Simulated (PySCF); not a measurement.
Exercise with solution: oscillator strength and radiative lifetime

CH₃AlClFO, SMILES C[O][Al]([F])[Cl].

Geometry optimised at B3LYP-D3(BJ)/def2-SVP. The structure was generated by enumeration; whether it is a known compound was not checked. One conformer was computed; it need not be the lowest.

TDA-PBE/def2-SVPD in PySCF 2.14.0 puts the first singlet state with f over 0.02 at 6.51 eV (vertical), with the transition dipole (0.000, 0.000, 0.544) in atomic units.

**Question.** Find the oscillator strength, the wavelength and the radiative lifetime that this transition would have in vacuum if emission retraced absorption.

**Answer.** 
|μ|² = 0.2959 au, so |μ| = 1.38 D. ΔE = 6.51/27.211 = 0.2392 hartree. f = (2/3) ΔE |μ|² = 0.047 (the program prints 0.047).
λ = 1239.84/6.51 = 190 nm; ν = 52507 cm⁻¹.
Einstein's coefficient A = 0.6670 ν² f s⁻¹ (ν in cm⁻¹) = 8.7e7 s⁻¹, so τ = 1/A = 12 ns. This state is S5; the lower singlets have f = 0.008, 0.006, 0.019, 0.000. The figure is the radiative limit of this one transition; relaxation, internal conversion, crossing to triplets and a medium change what is measured.
